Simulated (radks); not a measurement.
Problem. Neutral hydrogen, 1 electrons, occupied as 1s0.75 2s0.25 (fractional occupations, a model configuration). Method: non-relativistic Kohn-Sham, PBEsol, spin-polarised, spherical densities, point nucleus; open shells are filled with parallel spins first; computed with a radial shooting solver on a logarithmic mesh with Libxc functionals. Some entries of the table are withheld. Estimate them.

orbital,occ.,eigenvalue (eV),<r> (bohr)
1s up,0.75,-9.5135,(1)
2s up,0.25,(2),8.600
2p up,0,-0.5720,(3)

Solution. 
(1) 1s up <r> (bohr): 1.461
(2) 2s up eigenvalue (eV): -0.8989
(3) 2p up <r> (bohr): 9.241
